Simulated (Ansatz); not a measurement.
Steps of a relaxation of FH6O2ScSi2 (`[F][Sc]([O][SiH3])[O][SiH3]`) with RKS PBE0-D4/def2-TZVP.

```sh
$ ansatz run in.yaml --threads 2 --pin off --events-out ev --progress --plain --max-ram 20480MiB --backend cuda --devices 0, --max-vram 18GiB
```

```yaml
crystal:
  periodic: [false, false, false]
  atoms:
    - {symbol: F, position_ang: [-2.679760, 0.473230, -0.776720]}
    - {symbol: Sc, position_ang: [-0.995610, 0.169130, -0.281850]}
    - {symbol: O, position_ang: [-0.723130, -0.839940, 1.239950]}
    - {symbol: Si, position_ang: [-0.597360, -1.733370, 2.580260]}
    - {symbol: O, position_ang: [0.330860, 0.899610, -1.337710]}
    - {symbol: Si, position_ang: [1.368920, 1.599150, -2.359160]}
    - {symbol: H, position_ang: [0.020790, -3.018770, 2.206210]}
    - {symbol: H, position_ang: [-1.955270, -1.931420, 3.117300]}
    - {symbol: H, position_ang: [0.251860, -0.996690, 3.533370]}
    - {symbol: H, position_ang: [2.302070, 2.413050, -1.558760]}
    - {symbol: H, position_ang: [0.590310, 2.437160, -3.288620]}
    - {symbol: H, position_ang: [2.086330, 0.528870, -3.074260]}
basis:
  gaussian: {orbitals: def2-TZVP}
hamiltonian: {xc: pbe0, dispersion: d4}
relax: {f_tol: 0.005, max_steps: 150}
```

Positions (Å) and forces (eV/Å) along the path, 10 of 12 steps:

```xyz
12
step=1 energy=-43356.5156 eV
F    -2.680    0.473   -0.777   -1.728    0.305   -0.499
Sc   -0.996    0.169   -0.282    0.505   -0.085    0.137
O    -0.723   -0.840    1.240    0.205   -0.217    0.324
Si   -0.597   -1.733    2.580    0.007    0.060   -0.104
O     0.331    0.900   -1.338    0.404    0.085   -0.140
Si    1.369    1.599   -2.359   -0.049   -0.040    0.111
H     0.021   -3.019    2.206    0.091   -0.299    0.155
H    -1.955   -1.931    3.117   -0.154   -0.172    0.293
H     0.252   -0.997    3.533    0.126   -0.037    0.336
H     2.302    2.413   -1.559    0.274    0.223   -0.062
H     0.590    2.437   -3.289    0.075    0.219   -0.288
H     2.086    0.529   -3.074    0.244   -0.041   -0.262
12
step=2 energy=-43356.6848 eV
F    -2.776    0.487   -0.802   -0.548    0.094   -0.156
Sc   -1.053    0.179   -0.299    0.237   -0.041    0.068
O    -0.747   -0.845    1.247    0.085    0.004   -0.007
Si   -0.598   -1.743    2.594   -0.035   -0.078    0.116
O     0.317    0.911   -1.356    0.066   -0.035    0.048
Si    1.380    1.607   -2.369    0.054    0.085   -0.107
H     0.022   -3.054    2.270    0.030   -0.043   -0.001
H    -1.935   -1.984    3.196   -0.023   -0.023    0.042
H     0.252   -1.041    3.590    0.039    0.017    0.038
H     2.345    2.443   -1.609    0.043    0.022    0.020
H     0.665    2.472   -3.343    0.010    0.034   -0.039
H     2.129    0.567   -3.120    0.042   -0.034   -0.023
12
step=4 energy=-43356.6999 eV
F    -2.873    0.491   -0.825   -0.027    0.004   -0.006
Sc   -1.124    0.195   -0.316   -0.031    0.004   -0.015
O    -0.770   -0.828    1.224    0.019   -0.105    0.162
Si   -0.575   -1.730    2.576    0.007    0.081   -0.124
O     0.273    0.913   -1.355    0.122    0.080   -0.111
Si    1.386    1.591   -2.344   -0.078   -0.068    0.096
H     0.061   -3.031    2.235    0.008   -0.006   -0.007
H    -1.887   -1.999    3.222   -0.022    0.002    0.002
H     0.293   -1.014    3.550    0.009    0.007    0.002
H     2.349    2.404   -1.553    0.005    0.001    0.010
H     0.729    2.476   -3.343   -0.015    0.011   -0.010
H     2.137    0.533   -3.071    0.004   -0.011    0.001
12
step=5 energy=-43356.7020 eV
F    -2.906    0.494   -0.831    0.004   -0.001    0.002
Sc   -1.155    0.198   -0.326   -0.019    0.003   -0.005
O    -0.789   -0.823    1.215   -0.004    0.002   -0.003
Si   -0.560   -1.718    2.560    0.004   -0.016    0.025
O     0.246    0.917   -1.361   -0.007    0.000    0.000
Si    1.385    1.578   -2.324    0.022    0.013   -0.018
H     0.084   -3.014    2.210    0.001    0.005   -0.005
H    -1.861   -2.001    3.227    0.004    0.002   -0.003
H     0.316   -0.994    3.520    0.001    0.003   -0.007
H     2.345    2.379   -1.515   -0.004   -0.005    0.005
H     0.759    2.473   -3.336    0.001   -0.003    0.004
H     2.137    0.511   -3.038   -0.003   -0.003    0.006
12
step=6 energy=-43356.7033 eV
F    -2.958    0.496   -0.841    0.018   -0.003    0.005
Sc   -1.204    0.205   -0.341    0.011   -0.002    0.006
O    -0.818   -0.811    1.199   -0.028    0.012   -0.020
Si   -0.540   -1.702    2.537    0.013   -0.015    0.028
O     0.203    0.923   -1.369   -0.024    0.005   -0.010
Si    1.384    1.561   -2.297    0.024    0.010   -0.005
H     0.119   -2.986    2.170   -0.011    0.004    0.000
H    -1.819   -2.005    3.238    0.024    0.003   -0.010
H     0.352   -0.963    3.472   -0.013   -0.001   -0.005
H     2.338    2.336   -1.456   -0.016    0.000   -0.008
H     0.807    2.470   -3.326    0.016   -0.020    0.022
H     2.136    0.476   -2.985   -0.013    0.007   -0.003
12
step=7 energy=-43356.7035 eV
F    -3.015    0.499   -0.853    0.028   -0.004    0.006
Sc   -1.257    0.213   -0.357    0.034   -0.006    0.017
O    -0.854   -0.799    1.181   -0.022   -0.001   -0.004
Si   -0.514   -1.684    2.511   -0.048   -0.003    0.025
O     0.153    0.931   -1.380    0.019    0.019   -0.034
Si    1.387    1.539   -2.263   -0.058    0.038   -0.024
H     0.153   -2.958    2.122    0.005    0.024    0.006
H    -1.764   -2.013    3.253    0.042    0.012   -0.024
H     0.388   -0.922    3.420   -0.006   -0.020   -0.024
H     2.324    2.296   -1.387   -0.015   -0.035   -0.020
H     0.870    2.464   -3.313    0.022   -0.040    0.049
H     2.129    0.435   -2.933   -0.001    0.017    0.027
12
step=9 energy=-43356.7046 eV
F    -3.014    0.502   -0.857    0.001    0.000    0.000
Sc   -1.259    0.215   -0.357   -0.001    0.000   -0.001
O    -0.874   -0.802    1.182   -0.002   -0.001    0.002
Si   -0.514   -1.682    2.509   -0.004   -0.001    0.002
O     0.143    0.934   -1.389    0.001    0.002   -0.002
Si    1.384    1.537   -2.261   -0.003    0.002   -0.003
H     0.161   -2.949    2.114    0.001   -0.001   -0.001
H    -1.752   -2.019    3.263    0.004    0.001   -0.002
H     0.394   -0.916    3.404    0.001    0.002    0.000
H     2.320    2.283   -1.377    0.000    0.001    0.001
H     0.882    2.465   -3.311    0.001   -0.003    0.005
H     2.130    0.431   -2.921    0.001   -0.002   -0.001
12
step=10 energy=-43356.7047 eV
F    -3.024    0.503   -0.860    0.001    0.000    0.000
Sc   -1.270    0.216   -0.360    0.001    0.000   -0.001
O    -0.884   -0.800    1.179    0.001   -0.003    0.005
Si   -0.510   -1.679    2.503   -0.006    0.004   -0.005
O     0.133    0.936   -1.392    0.004    0.000   -0.001
Si    1.384    1.533   -2.255   -0.008    0.002    0.001
H     0.169   -2.942    2.104    0.001    0.000    0.000
H    -1.740   -2.020    3.267    0.003    0.000   -0.001
H     0.402   -0.907    3.391    0.001    0.000    0.000
H     2.316    2.274   -1.362    0.001   -0.001    0.001
H     0.895    2.464   -3.307    0.001   -0.002    0.001
H     2.129    0.423   -2.909    0.001   -0.001    0.000
12
step=11 energy=-43356.7047 eV
F    -3.031    0.504   -0.862   -0.001    0.000    0.000
Sc   -1.276    0.217   -0.362    0.001    0.000   -0.001
O    -0.890   -0.799    1.177    0.002   -0.003    0.006
Si   -0.507   -1.676    2.500   -0.003    0.003   -0.006
O     0.127    0.936   -1.394    0.004    0.002    0.000
Si    1.383    1.530   -2.250   -0.005   -0.006    0.000
H     0.173   -2.937    2.098    0.001    0.000    0.000
H    -1.732   -2.022    3.270    0.000    0.001    0.000
H     0.407   -0.901    3.383    0.000    0.000   -0.001
H     2.315    2.267   -1.353   -0.001    0.001   -0.001
H     0.902    2.462   -3.305    0.000    0.003    0.002
H     2.128    0.419   -2.902    0.001   -0.001    0.001
12
step=12 energy=-43356.7047 eV
F    -3.034    0.505   -0.863   -0.002    0.000   -0.001
Sc   -1.279    0.217   -0.363    0.001    0.000   -0.001
O    -0.893   -0.799    1.176    0.001   -0.003    0.004
Si   -0.506   -1.675    2.498    0.001    0.004   -0.004
O     0.124    0.936   -1.395    0.003   -0.001    0.000
Si    1.383    1.528   -2.248   -0.002    0.001    0.005
H     0.176   -2.935    2.094   -0.001    0.000    0.000
H    -1.728   -2.021    3.271   -0.001   -0.001    0.000
H     0.409   -0.898    3.378    0.000    0.000    0.000
H     2.313    2.264   -1.349    0.001   -0.001    0.000
H     0.906    2.463   -3.303   -0.001   -0.001   -0.003
H     2.128    0.416   -2.898   -0.001    0.001   -0.001
```

Hardware: 2 threads of an AMD EPYC 7R13 on a shared host and a share of an NVIDIA H100 80 GB. Wall time 13 s, peak host memory 0.94 GiB.
